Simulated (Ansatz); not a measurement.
`[NH]=[Nb]([NH2])([NH2])[F]` and `[NH]=[Nb]([NH2])([OH])[F]` differ in one atom or group.

Ansatz, PBE0-D4/def2-TZVP geometries, multiplicity 1. Each molecule was computed in one conformer, which needn't be the lowest.

Elements past krypton have def2 core potentials.

```csv
property,`[NH]=[Nb]([NH2])([NH2])[F]`
LUMO energy (PBE0/def2-TZVPP) / eV,-0.52
HOMO energy (B3LYP/def2-TZVPP) / eV,-7.16
size of the dipole moment (PBE/def2-TZVPP) / D,2.43
HOMO energy (PBE0/def2-TZVPP) / eV,-7.39
HOMO–LUMO gap (PBE0/def2-TZVPP) / eV,6.87
LUMO energy (PBE/def2-TZVPP) / eV,-1.38
```

(1) What does the change do to each property? (An estimate is asked.)

Answers

(1) The calculation gave: 
```
                                      property  `[NH]=[Nb]([NH2])([OH])[F]`  shift
            LUMO energy (PBE0/def2-TZVPP) / eV                        -0.70  -0.18
           HOMO energy (B3LYP/def2-TZVPP) / eV                        -7.61  -0.45
size of the dipole moment (PBE/def2-TZVPP) / D                         2.43   0.00
            HOMO energy (PBE0/def2-TZVPP) / eV                        -7.85  -0.46
          HOMO–LUMO gap (PBE0/def2-TZVPP) / eV                         7.15   0.28
             LUMO energy (PBE/def2-TZVPP) / eV                        -1.55  -0.17
```

With PBE0 the HOMO falls by 0.46 eV and the LUMO falls by 0.18 eV, so the gap widens by about 0.28 eV. PBE moves the HOMO by -0.42 eV and ωB97M-V by -0.51 eV. The zero-point energy changes by -30.9 kJ/mol with -3 modes. Dipoles are sizes alone; their direction can turn.

B3LYP here is the variant with VWN-RPA as its local correlation; programs differ in this.
